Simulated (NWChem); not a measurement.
Everything below was run with NWChem. System: H$_{2}$, charge 1, spin multiplicity 2, at the geometry of a parent with another charge or spin, in a state set for the comparison that need not be this species' ground state. Its SCF solution wasn't tested for a lower state. Level: UMP2/6-31+G* (spherical d), no orbitals frozen.

Input file:

```
start mol
memory heap 200 mb stack 900 mb global 1100 mb
charge 1
geometry units angstroms nocenter noautoz
  H      0.000000     0.000000     0.384168
  H      0.000000     0.000000    -0.384168
  symmetry group D2h
end
basis spherical
  * library 6-31+g*
end
scf
  uhf
  nopen 1
  maxiter 100
  thresh 1e-7
  semidirect memsize 60000000 filesize 0
end
mp2
end
task mp2 energy
```

Output (cleaned and shortened):

```
             Northwest Computational Chemistry Package (NWChem) 7.3.0
             --------------------------------------------------------

                                NWChem Input Module
                                -------------------

 Scaling coordinates for geometry "geometry" by  1.889725989
 (inverse scale =  0.529177249)

 Turning off AUTOSYM since
 SYMMETRY directive was detected!

                             Geometry "geometry" -> ""
                             -------------------------

 Output coordinates in angstroms (scale by  1.889725989 to convert to a.u.)

  No.       Tag          Charge          X              Y              Z
 ---- ---------------- ---------- -------------- -------------- --------------
    1 H                    1.0000     0.00000000     0.00000000     0.38416800
    2 H                    1.0000     0.00000000     0.00000000    -0.38416800

 Effective nuclear repulsion energy (a.u.)       0.6887315562

            Nuclear Dipole moment (a.u.)
            ----------------------------
        X                 Y               Z
 ---------------- ---------------- ----------------
     0.0000000000     0.0000000000     0.0000000000

      Symmetry information
      --------------------

 Group name             D2h
 Group number             26
 Group order               8
 No. of unique centers     1

      Symmetry unique atoms

     1


 Summary of "ao basis" -> "" (spherical)
 ------------------------------------------------------------------------------
       Tag                 Description            Shells   Functions and Types
 ---------------- ------------------------------  ------  ---------------------
 *                          6-31+g*                   on all atoms

 Summary of "ao basis" -> "ao basis" (spherical)
 ------------------------------------------------------------------------------
       Tag                 Description            Shells   Functions and Types
 ---------------- ------------------------------  ------  ---------------------
 H                          6-31+g*                  2        2   2s
[...]
           1.062319534846           0.000000000000           0.000000000000
           0.000000000000           1.062319534846           0.000000000000
           0.000000000000           0.000000000000           0.000000000000

  Mulliken analysis of the total density
  --------------------------------------

    Atom       Charge   Shell Charges
 -----------   ------   -------------------------------------------------------
    1 H    1     0.50   0.36  0.14
    2 H    1     0.50   0.36  0.14

  Mulliken analysis of the alpha density
  --------------------------------------

    Atom       Charge   Shell Charges
 -----------   ------   -------------------------------------------------------
    1 H    1     0.50   0.36  0.14
    2 H    1     0.50   0.36  0.14

       Multipole analysis of the density wrt the origin
       ------------------------------------------------

     L   x y z        total         alpha         beta         nuclear
     -   - - -        -----         -----         ----         -------
     0   0 0 0      1.000000     -1.000000      0.000000      2.000000

     1   1 0 0      0.000000      0.000000      0.000000      0.000000
     1   0 1 0      0.000000      0.000000      0.000000      0.000000
     1   0 0 1     -0.000000     -0.000000      0.000000      0.000000

     2   2 0 0     -0.540881     -0.540881      0.000000      0.000000
     2   1 1 0      0.000000      0.000000      0.000000      0.000000
     2   1 0 1      0.000000      0.000000      0.000000      0.000000
     2   0 2 0     -0.540881     -0.540881      0.000000      0.000000
     2   0 1 1      0.000000      0.000000      0.000000      0.000000
     2   0 0 2      0.138323     -0.915749      0.000000      1.054071

                   NWChem MP2 Semi-direct Energy/Gradient Module
                   ---------------------------------------------

  Basis functions       =      4
  Molecular orbitals    =      4
  Frozen core           =      0
  Frozen virtuals       =      0
  Active alpha occupied =      1
  Active beta occupied  =      0
  Active alpha virtual  =      3
  Active beta virtual   =      4
  Use MO symmetry       = T
  Use skeleton AO sym   = T

  AO/Fock/Back tols     =   1.0D-09  1.0D-09  1.0D-09

          -------------------------------------------
          SCF energy                  -0.563010695823
          Correlation energy           0.000000000000
          Singlet pairs                0.000000000000
          Triplet pairs                0.000000000000
          Total MP2 energy            -0.563010695823
          -------------------------------------------

          ---------------------------------------------------
                    Spin Component Scaled (SCS) MP2
          Same spin pairs                      0.000000000000
          Same spin scaling factor             0.333333333333
          Opposite spin pairs                  0.000000000000
          Opposite spin scaling fact.          1.200000000000
          SCS-MP2 correlation energy           0.000000000000
          Total SCS-MP2 energy                -0.563010695823
          ---------------------------------------------------

 -----------------------
 Performance information
 -----------------------

 Timer overhead =  9.75D-08 seconds/call

               Nr. of calls         CPU time (s)                 Wall time (s)                GFlops
             ---------------    -------------------     ------------------------------   -------------------
Name         Min   Avg   Max    Min     Avg     Max     Min     Avg     Max   Mx/calls   Min     Max     Sum
mp2: tota     1     1     1   1.57E-3 1.57E-3 1.57E-3  1.57E-3 1.57E-3 1.57E-3 1.57E-3   0.0     0.0     0.0

 The average no. of pstat calls per process was 1.00D+00
 with a timing overhead of 9.75D-08s

 Task  times  cpu:        0.0s     wall:        0.0s

 Total times  cpu:        0.0s     wall:        0.0s
```
